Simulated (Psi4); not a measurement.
Pair of molecules, SMILES [SiH4] with SMILES O=CO (the first has 5 atoms); geometry from B3LYP-D3(BJ)/def2-TZVP, rigid monomers moved along the line of their centres of mass till H4···H10 is 1.71 Å.
(charge 0, multiplicity 1):
| atom | x (Å) | y (Å) | z (Å) |
|---|---|---|---|
| Si | 0.1066 | -0.3192 | 0.6422 |
| H | -0.2752 | -0.5306 | -0.7743 |
| H | 0.6862 | -1.5591 | 1.1923 |
| H | -1.1432 | 0.0100 | 1.3802 |
| H | 1.0449 | 0.8148 | 0.7412 |
| O | 0.9493 | 0.1049 | 3.5452 |
| C | 0.0761 | 0.3894 | 4.3170 |
| O | -1.2179 | 0.5307 | 4.0044 |
| H | 0.2244 | 0.5726 | 5.3887 |
| H | -1.3170 | 0.3621 | 3.0489 |

These are SAPT0/jun-cc-pV(D+d)Z (Psi4 1.11) values and carry that method's errors.

Task: Which attractive term is largest, and how does the interaction split up?

Result: electrostatics -23.9, exchange 44.0, induction -13.9, dispersion -12.4, total -6.2 kJ/mol; the largest attraction is electrostatics.
